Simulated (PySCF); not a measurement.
B(CF3)(H)(OMe) (C₂H₄BF₃O), SMILES COBC(F)(F)F.

Coordinates come from a PBE0-D3(BJ)/def2-SVP optimisation. Other conformers were not sampled.

Two levels are set side by side: TDA-PBE/def2-SVPD (PySCF) and TDA-M06-2X/def2-SVPD (PySCF). Vertical, same geometry. The lowest singlet is HOMO→LUMO 99 % with PBE and HOMO→LUMO 95 % with the other functional; states are paired by order. Differences are taken from unrounded values.

```tsv
quantity	TDA-M06-2X	TDA-PBE	TDA-PBE minus TDA-M06-2X
lowest singlet excitation (eV)	6.21	5.47	-0.74
lowest triplet excitation (TDA) (eV)	5.74	4.93	-0.82
first bright state (f over 0.05) (eV)	8.32	7.16	-1.16
its oscillator strength	0.19	0.14	-0.04
```

Functionals without exact exchange tend to place singlet excitations lower, as here. Differences between two approximate levels are no errors against the true value.

Rough cost on one machine, each run with all the roots and properties that it gave: TDA-M06-2X against TDA-PBE about 10 times.
